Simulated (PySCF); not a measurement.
**Working out the ionisation energy of Ar+**

Ar+ [Ne] 3s2 3p5 (2P) → Ar(2+) [Ne] 3s2 3p4 (3P). Computed with PySCF 2.14 in x2c-TZVPPall with one added diffuse shell each of s, p, d type (6s6p4d1f, 51 functions), with scalar relativity by spin-free X2C-1e. Frozen: 1s2. Energies in hartree (1 hartree = 27.21139 eV):

```
             part  Ar+ (lower)  Ar(2+) (upper)
              UHF  -528.079618     -527.111270
MP2 opposite-spin    -0.243516       -0.215828
    MP2 same-spin    -0.091898       -0.082869
```

Q: What does Hartree-Fock give?

A: (-527.111270) − (-528.079618) = 0.968348 hartree = 26.350 eV.

Q: What do MP2 and SCS-MP2 (6/5 opposite-spin, 1/3 same-spin) give?

A: The opposite-spin parts differ by 0.753 eV and the same-spin parts by 0.246 eV. MP2: 26.350 + (0.753) + (0.246) = 27.349 eV. SCS-MP2: 26.350 + 1.2 × (0.753) + (0.246)/3 = 27.336 eV.

A first-order spin-orbit estimate adds -0.007 eV to MP2 (valence and next inner shell), giving 27.342 eV against 27.630 eV (measured; NIST Atomic Spectra Database, ionization energies).

What remains against the reference includes basis incompleteness, the frozen core and correlation beyond second order.
